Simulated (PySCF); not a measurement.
Input for PySCF: R-M06-2X/def2-TZVPPD on H8Si2 (a complex).

```python
from pyscf import gto, dft

mol = gto.M(
    atom='''
    Si   -0.16226998   -0.03845247   -0.10104313
    H     0.14622033    0.30485889   -1.50794244
    H    -0.48199000   -1.47965413   -0.00114178
    H    -1.31833862    0.76031858    0.36213345
    H     1.01365750    0.26415527    0.74582010
    Si    0.16230435    0.04041109    3.90100407
    H     1.56629797   -0.40116955    3.74879635
    H    -0.71063668   -0.79061875    3.04118753
    H     0.04049443    1.45872475    3.49779675
    H    -0.25490484   -0.11130408    5.31357491
    ''',
    basis='def2-tzvppd',
    charge=0, spin=0, verbose=4, max_memory=1800)
mf = dft.RKS(mol, xc='m062x').density_fit(auxbasis='def2-universal-jkfit')
mf.grids.level = 4
mf.conv_tol = 1e-9
mf.max_cycle = 150
mf.kernel()
mf.dip_moment()
```

It printed:

```
PySCF version 2.14.0

[INPUT] verbose = 4
[INPUT] num. atoms = 10
[INPUT] num. electrons = 36
[INPUT] charge = 0
[INPUT] spin (= nelec alpha-beta = 2S) = 0
[INPUT] symmetry False subgroup None
[INPUT] Mole.unit = angstrom
[INPUT] Symbol           X                Y                Z      unit          X                Y                Z       unit  Magmom
[INPUT]  1 Si    -0.162269980000  -0.038452470000  -0.101043130000 AA   -0.306645820439  -0.072664637113  -0.190943842469 Bohr   0.0
[INPUT]  2 H      0.146220330000   0.304858890000  -1.507942440000 AA    0.276316377544   0.576099808739  -2.849598223208 Bohr   0.0
[INPUT]  3 H     -0.481990000000  -1.479654130000  -0.001141780000 AA   -0.910829094779  -2.796141064782  -0.002157651495 Bohr   0.0
[INPUT]  4 H     -1.318338620000   0.760318580000   0.362133450000 AA   -2.491298931237   1.436793883618   0.684333041044 Bohr   0.0
[INPUT]  5 H      1.013657500000   0.264155270000   0.745820100000 AA    1.915535059111   0.499181114661   1.409395727196 Bohr   0.0
[INPUT]  6 Si     0.162304350000   0.040411090000   3.901004070000 AA    0.306710770326   0.076365892495   7.371829303114 Bohr   0.0
[INPUT]  7 H      1.566297970000  -0.401169550000   3.748796350000 AA    2.959874192762  -0.758100579015   7.084198398269 Bohr   0.0
[INPUT]  8 H     -0.710636680000  -0.790618750000   3.041187530000 AA   -1.342908699270  -1.494052906446   5.747011525142 Bohr   0.0
[INPUT]  9 H      0.040494430000   1.458724750000   3.497796750000 AA    0.076523382270   2.756590268625   6.609877896894 Bohr   0.0
[INPUT] 10 H     -0.254904840000  -0.111304080000   5.313574910000 AA   -0.481700335426  -0.210334227747  10.041201322260 Bohr   0.0

nuclear repulsion = 85.0972419693815
number of shells = 88
number of NR pGTOs = 290
number of NR cGTOs = 232
basis = def2-tzvppd
ecp = {}


******** <class 'pyscf.df.df_jk.DFRKS'> ********
method = DFRKS
initial guess = minao
damping factor = 0
level_shift factor = 0
DIIS = <class 'pyscf.scf.diis.CDIIS'>
diis_start_cycle = 1
diis_space = 8
diis_damp = 0
SCF conv_tol = 1e-09
SCF conv_tol_grad = None
SCF max_cycles = 150
direct_scf = False
XC library pyscf.dft.libxc version 7.1.2
    S. Lehtola, C. Steigemann, M. J. T. Oliveira, and M. A. L. Marques,  SoftwareX 7, 1–5 (2018)
XC functionals = m062x
    Y. Zhao and D. G. Truhlar,  Theor. Chem. Acc. 120, 215 (2008)
    Y. Zhao and D. G. Truhlar,  Theor. Chem. Acc. 120, 215 (2008)
radial grids:
    Treutler-Ahlrichs [JCP 102, 346 (1995); DOI:10.1063/1.469408] (M4) radial grids

becke partition: Becke, JCP 88, 2547 (1988); DOI:10.1063/1.454033
pruning grids: <function nwchem_prune>
grids dens level: 4
symmetrized grids: False
atomic radii adjust function: <function treutler_atomic_radii_adjust>
small_rho_cutoff = 0
Set gradient conv threshold to 3.16228e-05
Initial guess from minao.
tot grids = 183504
******** <class 'pyscf.df.df.DF'> ********
auxbasis = def2-universal-jkfit
init E= -583.137521081285
  HOMO = -0.372624786374076  LUMO = 0.00237058108357635  gap/eV = 10.20414
cycle= 1 E= -583.703285349667  delta_E= -0.566  |g|= 0.171  |ddm|= 2.14
  HOMO = -0.40404488136243  LUMO = 0.0140134384221398  gap/eV = 11.37595
cycle= 2 E= -583.711157345544  delta_E= -0.00787  |g|= 0.057  |ddm|= 0.254
  HOMO = -0.396539281388793  LUMO = 0.015709327572262  gap/eV = 11.21786
cycle= 3 E= -583.711806116322  delta_E= -0.000649  |g|= 0.0179  |ddm|= 0.0772
  HOMO = -0.397930729840443  LUMO = 0.0154528172169019  gap/eV = 11.24874
cycle= 4 E= -583.711879580805  delta_E= -7.35e-05  |g|= 0.00145  |ddm|= 0.0191
  HOMO = -0.398022371147266  LUMO = 0.0154496716646388  gap/eV = 11.25115
cycle= 5 E= -583.711880892459  delta_E= -1.31e-06  |g|= 0.000222  |ddm|= 0.00404
  HOMO = -0.397990802677759  LUMO = 0.0154474308152057  gap/eV = 11.25023
cycle= 6 E= -583.711880913488  delta_E= -2.1e-08  |g|= 5.87e-05  |ddm|= 0.000497
  HOMO = -0.397992215237279  LUMO = 0.0154490471734761  gap/eV = 11.25031
cycle= 7 E= -583.711880914779  delta_E= -1.29e-09  |g|= 7.66e-06  |ddm|= 8.41e-05
  HOMO = -0.397993903511642  LUMO = 0.015448418472122  gap/eV = 11.25034
cycle= 8 E= -583.711880914802  delta_E= -2.35e-11  |g|= 1.28e-06  |ddm|= 1.64e-05
  HOMO = -0.397993627286333  LUMO = 0.015448480631445  gap/eV = 11.25033
Extra cycle  E= -583.711880914802  delta_E= 2.27e-13  |g|= 6.16e-07  |ddm|= 2.24e-06
converged SCF energy = -583.711880914802
Dipole moment(X, Y, Z, Debye): -0.00128,  0.00378, -0.00066
```

Self-consistency was reached.

Cost: about 30 core-seconds (a rough figure).
